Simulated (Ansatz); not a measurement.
## Molecular dynamics of BrH

Input file:

```yaml
crystal:
  periodic: [false, false, false]
  atoms:
    - { symbol: Br, position_ang: [-0.613539, 0.221685, -0.310266] }
    - { symbol: H, position_ang: [0.613539, -0.221685, 0.310266] }
basis:
  gaussian: { orbitals: def2-mTZVP }
hamiltonian:
  xc: pbe
md:
  timestep: 1.0
  n_steps: 250
  ensemble: nve
  temperature: 300.0
  initial_velocities: maxwell_boltzmann
  seed: 151897
  masses: [{ species: H, mass: 10.0 }]
scf:
  lower_state_search: "off"
```

Run as:

```bash
$ ansatz run input.yaml --threads 1 --pin off --max-ram 2048MiB --backend cpu --events-out ev --progress --plain --runs-dir out
```

It starts from a relaxed structure.

Output, in part (one step line in 9, the closing report, with atoms numbered from 0):

```
md step     0: t =     0.00 fs  T =   300.0 K  F+E_penalty+E_count = -70051.92299213 eV  E_kin = 0.012926 eV  conserved = -70051.91006613 eV  (14 SCF iters)
md step     9: t =     9.00 fs  T =    14.0 K  F+E_penalty+E_count = -70051.91059396 eV  E_kin = 0.000602 eV  conserved = -70051.90999205 eV  (13 SCF iters)
md step    18: t =    18.00 fs  T =   245.6 K  F+E_penalty+E_count = -70051.92062938 eV  E_kin = 0.010581 eV  conserved = -70051.91004865 eV  (22 SCF iters)
md step    27: t =    27.00 fs  T =    89.8 K  F+E_penalty+E_count = -70051.91388138 eV  E_kin = 0.003871 eV  conserved = -70051.91001052 eV  (22 SCF iters)
md step    36: t =    36.00 fs  T =   185.6 K  F+E_penalty+E_count = -70051.91803363 eV  E_kin = 0.007995 eV  conserved = -70051.91003832 eV  (22 SCF iters)
md step    45: t =    45.00 fs  T =   162.5 K  F+E_penalty+E_count = -70051.91702935 eV  E_kin = 0.007002 eV  conserved = -70051.91002707 eV  (22 SCF iters)
md step    54: t =    54.00 fs  T =    72.7 K  F+E_penalty+E_count = -70051.91313683 eV  E_kin = 0.003131 eV  conserved = -70051.91000550 eV  (22 SCF iters)
md step    63: t =    63.00 fs  T =   268.4 K  F+E_penalty+E_count = -70051.92162640 eV  E_kin = 0.011566 eV  conserved = -70051.91006014 eV  (22 SCF iters)
md step    72: t =    72.00 fs  T =    16.4 K  F+E_penalty+E_count = -70051.91069320 eV  E_kin = 0.000705 eV  conserved = -70051.90998804 eV  (13 SCF iters)
md step    81: t =    81.00 fs  T =   295.9 K  F+E_penalty+E_count = -70051.92281146 eV  E_kin = 0.012748 eV  conserved = -70051.91006386 eV  (22 SCF iters)
md step    90: t =    90.00 fs  T =     2.5 K  F+E_penalty+E_count = -70051.91009673 eV  E_kin = 0.000107 eV  conserved = -70051.90998947 eV  (13 SCF iters)
md step    99: t =    99.00 fs  T =   272.2 K  F+E_penalty+E_count = -70051.92178625 eV  E_kin = 0.011730 eV  conserved = -70051.91005624 eV  (22 SCF iters)
md step   108: t =   108.00 fs  T =    54.2 K  F+E_penalty+E_count = -70051.91233466 eV  E_kin = 0.002335 eV  conserved = -70051.90999972 eV  (22 SCF iters)
md step   117: t =   117.00 fs  T =   223.9 K  F+E_penalty+E_count = -70051.91969451 eV  E_kin = 0.009646 eV  conserved = -70051.91004878 eV  (22 SCF iters)
md step   126: t =   126.00 fs  T =   124.2 K  F+E_penalty+E_count = -70051.91536858 eV  E_kin = 0.005351 eV  conserved = -70051.91001770 eV  (22 SCF iters)
md step   135: t =   135.00 fs  T =   107.6 K  F+E_penalty+E_count = -70051.91464838 eV  E_kin = 0.004635 eV  conserved = -70051.91001372 eV  (22 SCF iters)
md step   144: t =   144.00 fs  T =   239.2 K  F+E_penalty+E_count = -70051.92036061 eV  E_kin = 0.010308 eV  conserved = -70051.91005283 eV  (22 SCF iters)
md step   153: t =   153.00 fs  T =    40.5 K  F+E_penalty+E_count = -70051.91174213 eV  E_kin = 0.001747 eV  conserved = -70051.90999553 eV  (13 SCF iters)
md step   162: t =   162.00 fs  T =   281.6 K  F+E_penalty+E_count = -70051.92219135 eV  E_kin = 0.012132 eV  conserved = -70051.91005907 eV  (22 SCF iters)
md step   171: t =   171.00 fs  T =     0.4 K  F+E_penalty+E_count = -70051.91000481 eV  E_kin = 0.000016 eV  conserved = -70051.90998900 eV  (8 SCF iters)
md step   180: t =   180.00 fs  T =   290.7 K  F+E_penalty+E_count = -70051.92258697 eV  E_kin = 0.012525 eV  conserved = -70051.91006201 eV  (22 SCF iters)
md step   189: t =   189.00 fs  T =    25.9 K  F+E_penalty+E_count = -70051.91110868 eV  E_kin = 0.001118 eV  conserved = -70051.90999102 eV  (22 SCF iters)
md step   198: t =   198.00 fs  T =   256.4 K  F+E_penalty+E_count = -70051.92110545 eV  E_kin = 0.011048 eV  conserved = -70051.91005720 eV  (22 SCF iters)
md step   207: t =   207.00 fs  T =    87.7 K  F+E_penalty+E_count = -70051.91378840 eV  E_kin = 0.003779 eV  conserved = -70051.91000902 eV  (22 SCF iters)
md step   216: t =   216.00 fs  T =   145.4 K  F+E_penalty+E_count = -70051.91628616 eV  E_kin = 0.006263 eV  conserved = -70051.91002284 eV  (22 SCF iters)
md step   225: t =   225.00 fs  T =   203.2 K  F+E_penalty+E_count = -70051.91879712 eV  E_kin = 0.008754 eV  conserved = -70051.91004319 eV  (22 SCF iters)
md step   234: t =   234.00 fs  T =    73.2 K  F+E_penalty+E_count = -70051.91316015 eV  E_kin = 0.003155 eV  conserved = -70051.91000551 eV  (22 SCF iters)
md step   243: t =   243.00 fs  T =   258.4 K  F+E_penalty+E_count = -70051.92118382 eV  E_kin = 0.011132 eV  conserved = -70051.91005222 eV  (22 SCF iters)
md step   250: t =   250.00 fs  T =     5.5 K  F+E_penalty+E_count = -70051.91022625 eV  E_kin = 0.000236 eV  conserved = -70051.90999015 eV  (13 SCF iters)
Total energy: -70051.91024905 eV, -2574.3602187623 hartree
Atom 0 at    -0.616846     0.222880    -0.311939 Å, force     0.610630    -0.220634     0.308795 eV/Å
Atom 1 at     0.639966    -0.231234     0.323630 Å, force    -0.610630     0.220634    -0.308795 eV/Å
Dipole moment:     0.185884    -0.067164     0.094001 e Å
```

The run went to its last step. The conserved energy stayed within 0.041 meV per atom of its start (net change 0.038 meV per atom), so the integration is sound. The temperature averaged 0.49 of the 300 K drawn at the start: a run that starts near a minimum puts about half its kinetic energy into the potential. A run of 0.25 ps of so small a system gives no equilibrium averages.

The same pairs are bonded in the first frame and the last. Pairs count as bonded within 1.25 times the sum of covalent radii (0.12 Å more for H–H).

Last frame:

```xyz
2
Properties=species:S:1:pos:R:3
Br -0.617 0.223 -0.312
H 0.640 -0.231 0.324
```

Time of the run: 110 s on 1 thread of Intel(R) Xeon(R) Processor @ 2.70GHz, with other jobs on the host, peak memory 0.087 GiB.
